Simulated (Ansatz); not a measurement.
Relaxation of CH2ClSi2 (6 atoms, charge -1, multiplicity 1), to a largest force component of 0.02 eV/Å in at most 50 steps.

Theory: RKS PBE-D4/def2-SVP in Ansatz.

```xyz
6
Properties=species:S:1:pos:R:3
Si 0.413 -2.834 0.707
C 0.600 -1.146 0.417
Si 0.193 0.503 -0.047
Cl -2.054 0.715 -0.759
H 0.754 1.152 -1.270
H 0.093 1.611 0.952
```

Where does it end, and by what steps?

The forces met the threshold. Limits of this set-up: an anion without diffuse functions, the dipole of an ion depends on the origin. After 8 steps the energy has fallen by 0.313 eV; Si1 moved furthest, 0.33 Å.

```json
{"step": "0", "energy less start (eV)": "0.0000", "largest force component (eV/Å)": "1.986", "accepted": "yes"}
{"step": "1", "energy less start (eV)": "-0.2062", "largest force component (eV/Å)": "1.030", "accepted": "yes"}
{"step": "2", "energy less start (eV)": "-0.2560", "largest force component (eV/Å)": "0.646", "accepted": "yes"}
{"step": "3", "energy less start (eV)": "-0.2758", "largest force component (eV/Å)": "0.209", "accepted": "yes"}
{"step": "4", "energy less start (eV)": "-0.2952", "largest force component (eV/Å)": "0.251", "accepted": "yes"}
{"step": "5", "energy less start (eV)": "-0.3040", "largest force component (eV/Å)": "0.236", "accepted": "yes"}
{"step": "6", "energy less start (eV)": "-0.3125", "largest force component (eV/Å)": "0.097", "accepted": "yes"}
{"step": "7", "energy less start (eV)": "-0.3128", "largest force component (eV/Å)": "0.050", "accepted": "yes"}
{"step": "8", "energy less start (eV)": "-0.3129", "largest force component (eV/Å)": "0.009", "accepted": "yes"}
```

```xyz
6
Properties=species:S:1:pos:R:3
Si 0.726 -2.766 0.787
C 0.331 -1.200 0.346
Si -0.001 0.486 -0.101
Cl -2.017 0.905 -0.787
H 0.817 1.054 -1.253
H 0.144 1.521 1.007
```

Time of the run: 18 s on 1 thread of Arm Neoverse V2 (shared host), peak memory 0.14 GiB.
